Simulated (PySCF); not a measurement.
Bi(Cl)(Me)2 (C2H6BiCl), SMILES [CH3][Bi]([CH3])[Cl].

The structure is a stationary point at B3LYP-D3(BJ)/def2-SVP. The structure was generated by enumeration; whether it is a known compound was not checked. The def2 effective core potentials stand for the cores of Bi; spin–orbit coupling is left out.

Level of theory: IEF-PCM-M06-2X/def2-SVP (PySCF 2.14.0).

The values are the electrostatic part of the solvation free energy, E(continuum) − E(gas) at the gas-phase geometry, in a cavity of scaled van der Waals radii (PySCF's table); cavitation and dispersion terms are not included. A continuum can't describe solvent molecules that bind to the metal. In vacuum the orbital gap is 7.84 eV. The dipole moment in vacuum is 3.97 D.

```
solvent      ε  ΔG(elec) (kcal/mol)  dipole (D)  gap (eV)
-------  -----  -------------------  ----------  --------
water    78.36                 -6.4        5.54      7.98
toluene   2.37                 -2.9        4.66      7.90
acetone  20.49                 -6.0        5.44      7.97
```
